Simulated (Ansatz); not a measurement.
AlF₃, relaxed as a singlet with RKS PBE-D4/def2-TZVP in Ansatz, starting from the GFN1-xTB geometry. Force threshold 0.02 eV/Å.

The structure comes from a short search, and lower isomers may exist.

Start:

Cartesian coordinates in Å:
```
Al 0.001 0.001 -0.001
F -0.861 0.795 1.113
F 0.429 -1.536 0.262
F 0.430 0.740 -1.374
```

| step | energy (eV) | largest force component (eV/Å) | SCF passes |
| --- | --- | --- | --- |
| 1 | -14746.2030 | 0.980 | 14 |
| 2 | -14746.2189 | 0.536 | 17 |
| 3 | -14746.2454 | 0.125 | 17 |
| 4 | -14746.2474 | 0.002 | 18 |

Force components are those of the run's own axes.

End:

```xyz
4

Al    0.0003    0.0001    0.0000
F    -0.8771    0.8121    1.1331
F     0.4387   -1.5654    0.2647
F     0.4382    0.7532   -1.3978
```

By distances, no bond broke or formed. The bond that changes most is Al1–F3, from 1.62 to 1.65 Å (atoms count from 1).

No frequencies were taken in this run, so the end may be a saddle point.

It took 3.2 s on 4 threads of Arm Neoverse N1 on a shared host.
